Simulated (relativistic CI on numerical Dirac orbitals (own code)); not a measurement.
# Charge states of neodymium

Computed by Dirac-Coulomb-Breit CI, orbitals from a KLI potential per configuration, QED by a radiative potential, valence Slater integrals scaled by 0.9 (own radial code, finite nucleus).

Each species is treated in one configuration, given outside its closed core. Radial values are for the open shell of highest l, unscaled and averaged over j; ζ includes the Breit term. Labels give the leading LS character, summed over repeated terms.

| Ion | Configuration | Its lowest level | LS weight (%) | F² (cm⁻¹) | F⁴ (cm⁻¹) | ζ (cm⁻¹) | Next level | E (cm⁻¹) |
| --- | --- | --- | --- | --- | --- | --- | --- | --- |
| Nd | 4f⁴6s² | ? | ? | ? | ? | ? | ? | ? |
| Nd+ | 4f⁴6s | ⁶I7/2 | 98 | 85600 | 52950 | 783.4 | ⁶I9/2 | 641.95 |
| Nd2+ | 4f⁴ | ⁵I4 | 98 | 87200 | 53980 | 767.6 | ⁵I5 | 1101.3 |
| Nd3+ | 4f³ | ⁴I°9/2 | 97 | 97980 | 61180 | 862.2 | ⁴I°11/2 | 1828.7 |
| Nd4+ | 4f² | ³H4 | 97 | 107100 | 67330 | 961.4 | ³H5 | 2752.5 |
| Nd5+ | 4d¹⁰4f²5s²5p⁵ | ⁴G°5/2 | 96 | 109900 | 69240 | 965.3 | ⁴G°7/2 | 2571.8 |
| Nd6+ | 4d¹⁰4f²5s²5p⁴ | ⁵H4 | 58 | 112600 | 71080 | 971.4 | ⁵H5 | 547.96 |
| Nd7+ | 4d¹⁰4f²5s²5p³ | ⁶H°9/2 | 50 | 115200 | 72870 | 979.5 | ⁶H°7/2 | 233.88 |
| Nd8+ | 4d¹⁰4f²5s²5p² | J = 4 (mixed) | 48 | 117700 | 74610 | 989.5 | J = 5 (mixed) | 4677.5 |
| Nd9+ | 4d¹⁰4f²5s²5p | ⁴I°9/2 | 62 | 120200 | 76340 | 1001 | ⁴I°11/2 | 5489 |
| Nd10+ | 4d¹⁰4f²5s² | ³H4 | 97 | 122700 | 78070 | 1015 | ³H5 | 2873.5 |
| Nd11+ | 4d¹⁰4f5s² | ²F°5/2 | 100 |  |  | 1126 | ²F°7/2 | 3964 |
| Nd12+ | 4d¹⁰5s² | ¹S0 | 100 |  |  |  |  |  |
| Nd13+ | 4d¹⁰5s | ²S1/2 | 100 |  |  |  |  |  |
| Nd14+ | 4d¹⁰ | ¹S0 | 100 |  |  |  |  |  |
| Nd15+ | 4d⁹ | ²D5/2 | 100 |  |  | 14230 | ²D3/2 | 35645 |
| Nd16+ | 4d⁸ | ³F4 | 95 | 156300 | 105600 | 14690 | J = 2 (mixed) | 18470 |
| Nd17+ | 4d⁷ | ⁴F9/2 | 79 | 158400 | 107200 | 15150 | J = 3/2 (mixed) | 25938 |
| Nd18+ | 4d⁶ | ⁵D4 | 70 | 160400 | 108700 | 15620 | J = 2 (mixed) | 15455 |
| Nd19+ | 4d⁵ | ⁶S5/2 | 69 | 162400 | 110100 | 16090 | J = 5/2 (mixed) | 37123 |
| Nd20+ | 4d⁴ | J = 0 (mixed) | 49 | 164400 | 111600 | 16570 | ⁵D1 | 23108 |
| Nd21+ | 4d³ | ⁴F3/2 | 72 | 166300 | 113000 | 17060 | ⁴F5/2 | 27400 |
| Nd22+ | 4d² | ³F2 | 84 | 168200 | 114300 | 17560 | ³F3 | 37882 |
| Nd23+ | 4d | ²D3/2 | 100 |  |  | 18060 | ²D5/2 | 45273 |

Q: Fill in the row of Nd.

A: Its lowest level ⁵I4; LS weight (%) 98; F² (cm⁻¹) 84570; F⁴ (cm⁻¹) 52280; ζ (cm⁻¹) 803.7; Next level ⁵I5; E (cm⁻¹) 1173.9.

With one configuration, terms of near-neutral atoms and ions can be 10 to 25 % off, and close levels can change places.

At low charge ζ of a weakly bound d or f electron comes out too small.
